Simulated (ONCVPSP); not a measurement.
Before and after: ONCV potential for titanium

ONCVPSP 4.0.1 input, shortened (lines: element, Z, core and valence counts, functional; n l f; lmax; l rc ep ncon nbas qcut; lloc lpopt rc5 dvloc0; l nproj debl; icmod fcfact rcfact), PBE, scalar-relativistic:

```
  Ti 22.00    3    5        4      upf
    1    0    2.00
    2    0    2.00
    2    1    6.00
    3    0    2.00
    3    1    6.00
    3    2    2.00
    4    0    1.75
    4    1    0.25
    3
    0    1.60    0.00    4    8    5.90
    1    2.20    0.00    4    7    5.20
    2    2.15    0.00    3    8    6.40
    3    2.35    0.05    4    7    5.50
    4    5    1.40    4.00
    0    2    1.10
    1    2    3.10
    2    2    3.20
    3    1    1.10
    0    0.00    0.00
```

Change: s: rc 1.5.

Cutoffs: the cutoffs (Ha) at which the residual kinetic energy of the hardest occupied pseudo-wave falls to 1 and 0.1 mHa per electron; they do not see the model core or the augmentation charge, which bear on the density cutoff. Errors are all-electron minus pseudo energies relative to the spin-unpolarised reference configuration.

**Question.** Predict the effect on cutoff, ghosts and configuration errors.

**Answer.** The potential gets harder (17 Ha and 25 Ha → 17 Ha and 62 Ha); the errors of the 4 common tests hardly move; neither file shows a bound ghost. A smaller radius makes the pseudo-wave follow the all-electron one further in, where it bends more sharply, so more plane waves are needed.

| quantity | base | changed |
| --- | --- | --- |
| cutoff, loose | 17 Ha | 17 Ha |
| cutoff, tight | 25 Ha | 62 Ha |
| loose cutoff by channel | s 13 Ha, p 12 Ha, d 17 Ha | s 16 Ha, p 12 Ha, d 17 Ha |
| bound ghosts | none | none |
| GHOST(+) flags under 300 eV | none | none |
| error for 3s2 3p6 3d2 4s2 4p0, meV [ΔE -0.75 eV] | 0.0 | 0.0 |
| error for 3s2 3p6 3d2 4s1 4p0, meV [ΔE 6.59 eV] | -0.6 | -0.6 |
| error for 3s2 3p6 3d2 4s0 4p0, meV [ΔE 20.16 eV] | -11 | -10 |
| error for 3s1 3p6 3d2 4s2 4p0, meV [ΔE 68.90 eV] | -454 | -414 |
| p: phases at 2.24 bohr within 0.05 rad from the reference energy up to (Ha; the scan ends near 5) | 4.4 | 4.4 |
| d: phases at 2.19 bohr within 0.05 rad from the reference energy up to (Ha; the scan ends near 5) | 0.9 | 0.9 |
| f: phases at 2.39 bohr within 0.05 rad from the reference energy up to (Ha; the scan ends near 5) | 3.3 | 3.3 |
